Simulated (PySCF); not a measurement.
Te(Cl)(Et), SMILES CC[Te]Cl, singlet at its PBE0/def2-SVP optimised geometry (Å):

```
9

Te    -0.5686    -1.9598     0.0000
Cl     1.8135    -1.9598     0.0000
C     -0.7264     0.1965     0.0000
C     -0.1158     0.8632     1.2135
H     -1.8135     0.3693    -0.0780
H     -0.2683     0.5323    -0.9411
H      0.9497     0.6053     1.3064
H     -0.6210     0.5601     2.1424
H     -0.1904     1.9598     1.1230
```

Method: PBE0/def2-TZVP, def2 effective core potentials past Kr (PySCF). The core electrons that the potentials of Te replace are not part of the density. Cells within 0.4 Å of a nucleus heavier than hydrogen are left out (blank, or x).

Map of the deformation density (molecule minus spherical neutral atoms) (e/bohr³) on the plane z = 0.0 Å:

```
|11111111111111111111111111111|
|11111111111111111111111111111|
|11111111111111111111111111111|
|11111111111111111111111111111|
|11111111111111111111111111111|
|11111111111111111111111111111|
|11111111111111111111111111111|
|11111111111111111111111111111|
|11111111111111111111111111111|
|11111111110000001111111111111|
|11111111110000000111111111111|
|11111101221001100111111111111|
|11111002664x22100111111111111|
|11111003998xx2100111111111111|
|11111102465xx1000111111111111|
|11111111222221100111111111111|
|11111111112343111111111111111|
|11111111112332100111111111111|
|11111110001111001111221111111|
|11111110000111001111231111111|
|11111110001xxx101210xx0001111|
|11111110011xxx10120xxx0001111|
|111111111120x0101210xx1001111|
|11111111112222001111231111111|
|11111111111221001111221111111|
|11111111111111001111111111111|
|11111111111111111111111111111|
|11111111111111111111111111111|
|11111111111111111111111111111|
```
Scale: ten equal steps from -0.018 (start of '0') to 0.097 (end of '9'), in the order '0123456789'; x runs from -4.00 to 4.00, y from -4.00 (bottom) to 4.00 (top).
